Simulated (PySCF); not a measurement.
## Chlorine: a sound run and one with changed settings

Sound run: Cl⁺ [Ne] 3s2 3p4, Cl²⁺ [Ne] 3s2 3p3. Calculation: PySCF 2.14, in x2c-TZVPall; scalar relativity by spin-free X2C-1e. The sound run starts from symmetry-adapted Hartree-Fock orbitals and uses a fine grid where one is needed.

Changed run: radial step 1.2 in ln r (0.13 in the sound run). This setting is unsound on purpose.

| species | method | sound run (hartree) | changed run (hartree) | converged |
| --- | --- | --- | --- | --- |
| Cl⁺ | UHF | -460.45561 | -460.45561 | yes |
| Cl⁺ | TPSS | -461.11322 | -463.96076 | yes |
| Cl⁺ | M06-2X | -461.08624 | -461.65482 | yes |
| Cl²⁺ | UHF | -459.62612 | -459.62612 | yes |
| Cl²⁺ | TPSS | -460.23503 | -463.15794 | yes |
| Cl²⁺ | M06-2X | -460.21120 | -460.79556 | yes |

Ionisation energy of Cl⁺:

```tsv
method	sound run (eV)	changed run (eV)
UHF	22.572	22.572
TPSS	23.897	21.846
M06-2X	23.811	23.382
```

A coarse radial grid mis-integrates the density and the exchange-correlation energy, with errors of either sign; Hartree-Fock needs no grid.

For comparison, NIST gives 23.814 eV between the lowest levels.
